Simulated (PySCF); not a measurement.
# Continuum solvent and chemical shifts

Molfile (atoms numbered from 1):
```
C3H12O2Si3
     RDKit          3D

 20 20  0  0  0  0  0  0  0  0999 V2000
    2.3961    1.1828    0.3846 Si  0  0  0  0  0  4  0  0  0  0  0  0
    2.4972   -0.3681   -0.1741 O   0  0  0  0  0  0  0  0  0  0  0  0
    1.9716   -1.8590   -0.6344 Si  0  0  0  0  0  4  0  0  0  0  0  0
    0.3677   -2.0468   -0.3211 O   0  0  0  0  0  0  0  0  0  0  0  0
   -1.1937   -1.4995   -0.4792 Si  0  0  0  0  0  4  0  0  0  0  0  0
   -1.2800    0.3516   -0.5953 C   0  0  0  0  0  0  0  0  0  0  0  0
   -1.3492    1.1993    0.6538 C   0  0  0  0  0  0  0  0  0  0  0  0
   -2.5674    1.0350   -0.1880 C   0  0  0  0  0  0  0  0  0  0  0  0
    1.6708    2.0460   -0.5956 H   0  0  0  0  0  0  0  0  0  0  0  0
    1.6828    1.2262    1.6952 H   0  0  0  0  0  0  0  0  0  0  0  0
    3.7791    1.7110    0.5627 H   0  0  0  0  0  0  0  0  0  0  0  0
    2.2145   -2.0021   -2.0971 H   0  0  0  0  0  0  0  0  0  0  0  0
    2.7130   -2.8836    0.1441 H   0  0  0  0  0  0  0  0  0  0  0  0
   -1.9619   -1.9197    0.7312 H   0  0  0  0  0  0  0  0  0  0  0  0
   -1.7900   -2.1303   -1.6954 H   0  0  0  0  0  0  0  0  0  0  0  0
   -0.7604    0.8061   -1.4475 H   0  0  0  0  0  0  0  0  0  0  0  0
   -1.3172    0.6978    1.6263 H   0  0  0  0  0  0  0  0  0  0  0  0
   -0.8363    2.1645    0.6368 H   0  0  0  0  0  0  0  0  0  0  0  0
   -3.3848    0.4184    0.2006 H   0  0  0  0  0  0  0  0  0  0  0  0
   -2.9021    1.8824   -0.7919 H   0  0  0  0  0  0  0  0  0  0  0  0
  1  2  1  0
  2  3  1  0
  3  4  1  0
  4  5  1  0
  5  6  1  0
  6  7  1  0
  7  8  1  0
  8  6  1  0
  1  9  1  0
  1 10  1  0
  1 11  1  0
  3 12  1  0
  3 13  1  0
  5 14  1  0
  5 15  1  0
  6 16  1  0
  7 17  1  0
  7 18  1  0
  8 19  1  0
  8 20  1  0
M  END
```

GIAO PBE0/pcSseg-1 in PySCF 2.14 on one PBE0-D3(BJ)/def2-SVP conformer, non-relativistic, equivalent nuclei averaged. Solvents enter as an IEF-PCM continuum (cyclohexane with ε = 2.0, chloroform with ε = 4.7) around the gas-phase geometry. Shifts are referred to TMS computed in the same medium.

Gas phase, δ in ppm: Si5 -9.6, Si1 -40.2, Si3 -43.8, C7/C8 4.2, C6 -1.6, H9/H10/H11 5.12, H12/H13 4.98, H14/H15 4.73, H18/H20 0.76, H17/H19 0.43, H16 -0.04. Dipole moment 1.50 D.

Q: How does each δ change in the continuum?

A: 
```tsv
atoms	environment	Δδ, cyclohexane	Δδ, chloroform
Si5	silicon bonded to C, O, 2 H	+0.3	+0.4
Si1	silicon bonded to O, 3 H	+0.3	+0.6
Si3	silicon bonded to 2 O, 2 H	-0.1	-0.2
C7/C8	three-membered-ring carbon	+0.1	+0.2
C6	three-membered-ring carbon	+0.2	+0.5
H9/H10/H11	hydrogen on a silicon bonded to O	-0.01	-0.02
H12/H13	hydrogen on a silicon bonded to 2 O	-0.02	-0.04
H14/H15	hydrogen on a silicon bonded to C, O	-0.03	-0.05
H18/H20	hydrogen on a three-membered-ring carbon	+0.04	+0.06
H17/H19	hydrogen on a three-membered-ring carbon	+0.03	+0.05
H16	hydrogen on a three-membered-ring carbon	+0.07	+0.13
```

Changes are relative to the gas phase. The dipole moment becomes 1.65 D in cyclohexane, 1.78 D in chloroform.

Q: Which nuclei move most (in ppm), and what does the model miss?

A: Si1 (silicon bonded to O, 3 H, +0.6 ppm) in chloroform. A continuum only polarises the solute; specific hydrogen bonds, the anisotropy of aromatic solvents and changes of geometry or conformer are outside it.
